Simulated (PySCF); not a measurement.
Isomers of C5H16N2Si, mass 132.108 u with the commonest isotopes. Theory: PBE0/pcSseg-1 in PySCF (dipole) on a GFN2-xTB geometry, gas phase. One conformer each, none proved a minimum here; rigid rotors.

Question: Order these by radius of gyration √(Σ m r²/M), smallest first.
A. `[CH3:1][CH2:2][CH2:3][N:4]([CH3:5])[N:6]([CH3:7])[SiH3:8]` with C1–C2–C3–N4 -177°, C2–C3–N4–C5 174°, C3–N4–N6–C7 -71°
B. `[CH3:1][CH2:2][N:3]([CH3:4])[N:5]([SiH3:6])[CH2:7][CH3:8]` with C1–C2–N3–C4 177°, C2–N3–N5–Si6 -66°, N3–N5–C7–C8 -65°
C. `[CH3:1][N:2]([NH:3][SiH3:4])[C:5]([CH3:6])([CH3:7])[CH3:8]` with C1–N2–N3–Si4 95°
D. `[CH3:1][N:2]([CH3:3])[SiH:4]([CH3:5])[N:6]([CH3:7])[CH3:8]` with C1–N2–Si4–C5 -173°, N2–Si4–N6–C7 -52°
E. `[CH3:1][CH2:2][CH2:3][N:4]([NH2:5])[SiH:6]([CH3:7])[CH3:8]` with C1–C2–C3–N4 -66°, C2–C3–N4–N5 -70°, C3–N4–N5–H 140° and -101°, C3–N4–Si6–C7 -36°
F. `[CH3:1][CH2:2][CH2:3][CH2:4][NH:5][N:6]([CH3:7])[SiH3:8]` with C1–C2–C3–C4 -179°, C2–C3–C4–N5 62°, C3–C4–N5–N6 -175°, C4–N5–N6–C7 93°

Answer: B (2.027 Å), D (2.081 Å), C (2.121 Å), E (2.153 Å), A (2.207 Å), F (2.572 Å).

Question: Order these by rotational constant A, largest first.
A. `[CH3:1][CH2:2][CH2:3][N:4]([NH2:5])[SiH:6]([CH3:7])[CH3:8]` with C1–C2–C3–N4 -66°, C2–C3–N4–N5 -70°, C3–N4–N5–H 140° and -101°, C3–N4–Si6–C7 -36°
B. `[CH3:1][CH2:2][N:3]([CH3:4])[N:5]([SiH3:6])[CH2:7][CH3:8]` with C1–C2–N3–C4 177°, C2–N3–N5–Si6 -66°, N3–N5–C7–C8 -65°
C. `[CH3:1][CH2:2][CH2:3][N:4]([CH3:5])[N:6]([CH3:7])[SiH3:8]` with C1–C2–C3–N4 -177°, C2–C3–N4–C5 174°, C3–N4–N6–C7 -71°
D. `[CH3:1][N:2]([CH3:3])[SiH:4]([CH3:5])[N:6]([CH3:7])[CH3:8]` with C1–N2–Si4–C5 -173°, N2–Si4–N6–C7 -52°
E. `[CH3:1][N:2]([NH:3][SiH3:4])[C:5]([CH3:6])([CH3:7])[CH3:8]` with C1–N2–N3–Si4 95°
F. `[CH3:1][CH2:2][CH2:3][CH2:4][NH:5][N:6]([CH3:7])[SiH3:8]` with C1–C2–C3–C4 -179°, C2–C3–C4–N5 62°, C3–C4–N5–N6 -175°, C4–N5–N6–C7 93°

Answer: F (3973 MHz), E (2635 MHz), D (2253 MHz), C (2208 MHz), A (2131 MHz), B (1579 MHz).

Question: Order these by dipole moment, smallest first.
A. `[CH3:1][CH2:2][CH2:3][N:4]([NH2:5])[SiH:6]([CH3:7])[CH3:8]` with C1–C2–C3–N4 -66°, C2–C3–N4–N5 -70°, C3–N4–N5–H 140° and -101°, C3–N4–Si6–C7 -36°
B. `[CH3:1][CH2:2][CH2:3][N:4]([CH2:5][CH3:6])[NH:7][SiH3:8]` with C1–C2–C3–N4 -59°, C2–C3–N4–C5 159°, C3–N4–C5–C6 62°, C3–N4–N7–Si8 113°
C. `[CH3:1][CH2:2][CH2:3][N:4]([CH3:5])[N:6]([CH3:7])[SiH3:8]` with C1–C2–C3–N4 -177°, C2–C3–N4–C5 174°, C3–N4–N6–C7 -71°
D. `[CH3:1][N:2]([CH3:3])[SiH:4]([CH3:5])[N:6]([CH3:7])[CH3:8]` with C1–N2–Si4–C5 -173°, N2–Si4–N6–C7 -52°
E. `[CH3:1][CH2:2][N:3]([CH3:4])[N:5]([SiH3:6])[CH2:7][CH3:8]` with C1–C2–N3–C4 177°, C2–N3–N5–Si6 -66°, N3–N5–C7–C8 -65°

Answer: D (0.45 D), E (0.62 D), A (0.93 D), C (1.33 D), B (1.49 D).

| SMILES | point group | Ia (u·Å²) | Ib (u·Å²) | Ic (u·Å²) | κ | μa (D) | μb (D) | μc (D) |
| --- | --- | --- | --- | --- | --- | --- | --- | --- |
| CCCN(N)[SiH](C)C | C1 | 237.12 | 449.17 | 538.30 | -0.69 | 0.91 | 0.08 | 0.13 |
| CN(C)[SiH](C)N(C)C | C1 | 224.31 | 405.54 | 513.99 | -0.59 | 0.10 | 0.02 | 0.44 |
| CCN(C)N([SiH3])CC | C1 | 319.99 | 342.32 | 423.25 | 0.47 | 0.25 | 0.27 | 0.50 |
| CCCN(C)N(C)[SiH3] | C1 | 228.93 | 492.47 | 566.05 | -0.80 | 0.35 | 0.99 | 0.81 |
| CCCN(CC)N[SiH3] | C1 | 314.33 | 366.48 | 588.49 | 0.39 | 1.04 | 0.69 | 0.81 |
| CN(N[SiH3])C(C)(C)C | C1 | 191.79 | 470.49 | 526.52 | -0.86 | 0.86 | 0.77 | 0.86 |
| CCCCNN(C)[SiH3] | C1 | 127.22 | 772.36 | 848.47 | -0.97 | 0.25 | 0.39 | 0.38 |
